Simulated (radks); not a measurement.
Neutral lead inside a hard spherical wall (all orbitals vanish at R), configuration held at [Hg] 6p2 and not refilled when levels cross. All-electron calculation, scalar-relativistic Kohn-Sham, PBE, spin-unpolarised, spherical densities, point nucleus. Program: a radial shooting solver on a logarithmic mesh with Libxc functionals. Eigenvalues in eV, with the zero of energy where the potential of the charges vanishes at infinity; a dash marks a level that is unbound or too diffuse for the functional's potential to be trusted. A positive occupied level is held by the wall or, in an anion where self-interaction has pushed it up, behind a barrier. The pressure on the wall is -dE/dV.

R (bohr) = free: E (hartree) -20881.9080; kinetic (hartree) 23611.125; e(5p) -85.835; e(5d) -21.177; e(6s) -12.040; e(6p) -3.498; e(7s, empty) -; e(6d, empty) -; pressure (GPa) 0
R (bohr) = 10: E (hartree) -20881.9069; kinetic (hartree) 23611.134; e(5p) -85.745; e(5d) -21.088; e(6s) -11.963; e(6p) -3.423; e(7s, empty) 0.271; e(6d, empty) 1.948; pressure (GPa) 0.0238
R (bohr) = 7: E (hartree) -20881.8882; kinetic (hartree) 23611.241; e(5p) -85.042; e(5d) -20.397; e(6s) -11.387; e(6p) -2.748; e(7s, empty) 3.684; e(6d, empty) 4.691; pressure (GPa) 0.942
R (bohr) = 6: E (hartree) -20881.8529; kinetic (hartree) 23611.418; e(5p) -84.257; e(5d) -19.635; e(6s) -10.753; e(6p) -1.866; e(7s, empty) 7.357; e(6d, empty) 7.128; pressure (GPa) 3.78
R (bohr) = 4: E (hartree) -20881.3253; kinetic (hartree) 23613.794; e(5p) -78.851; e(5d) -14.555; e(6s) -5.571; e(6p) 5.998; e(7s, empty) 34.523; e(6d, empty) 23.201; pressure (GPa) 116
R (bohr) = 3: E (hartree) -20879.2563; kinetic (hartree) 23622.424; e(5p) -68.063; e(5d) -4.444; e(6s) 8.532; e(6p) 26.069; e(7s, empty) 91.442; e(6d, empty) 55.911; pressure (GPa) 1180
R (bohr) = 2.5: E (hartree) -20875.2649; kinetic (hartree) 23638.149; e(5p) -54.832; e(5d) 8.909; e(6s) 31.065; e(6p) 56.126; e(7s, empty) 164.85; e(6d, empty) 98.222; pressure (GPa) 4920
R (bohr) = 2: E (hartree) -20862.3853; kinetic (hartree) 23685.556; e(5p) -26.719; e(5d) 40.622; e(6s) 93.233; e(6p) 133.45; e(7s, empty) 331.14; e(6d, empty) 194.65; pressure (GPa) 26900
R (bohr) = 1.5: E (hartree) -20810.0346; kinetic (hartree) 23858.842; e(5p) 51.102; e(5d) 135.34; e(6s) 299.12; e(6p) 368.68; e(7s, empty) 782.74; e(6d, empty) 458.35; pressure (GPa) 217000
